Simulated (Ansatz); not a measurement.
CH3AlClFSi, SMILES `[F][Al]1[CH2][SiH]1Cl`. Total charge 0; spin multiplicity 1. The geometry is a stationary point of PBE0-D4/def2-TZVP.

```xyz
8

F     1.466    2.781    0.182
Al    0.823    1.271    0.194
C    -0.429    0.170   -0.800
Si    0.178   -0.904    0.652
Cl   -1.204   -1.832    1.866
H    -0.599   -0.222   -1.802
H    -1.346    0.693   -0.467
H     1.112   -1.958    0.177
```

(1) What is the dipole moment at r2SCAN/def2-TZVPP? (Estimate.)

(2) And with PBE, B3LYP, ωB97M-V? (Estimate.)

(3) Give the Mulliken charges with r2SCAN, B3LYP, ωB97M-V in def2-TZVPP. (Best estimate.)

## Answers

(1) The calculation gave: 1.23 D, with components (0.13, 0.34, -1.18) D in this frame, pointing from negative to positive charge.

(2) The calculation gave: PBE 1.17 D, B3LYP 1.12 D, ωB97M-V 1.14 D.

(3) The calculation gave: 
```
atom  r2SCAN  B3LYP  ωB97M-V
  F1   -0.32  -0.31    -0.31
 Al2    0.59   0.48     0.50
  C3   -0.38  -0.36    -0.43
 Si4    0.24   0.27     0.21
 Cl5   -0.24  -0.24    -0.21
  H6    0.08   0.11     0.12
  H7    0.11   0.11     0.14
  H8   -0.08  -0.07    -0.03
```

B3LYP here is the variant with VWN-RPA as its local correlation; programs differ in this.

Program: Ansatz 0.2.0.
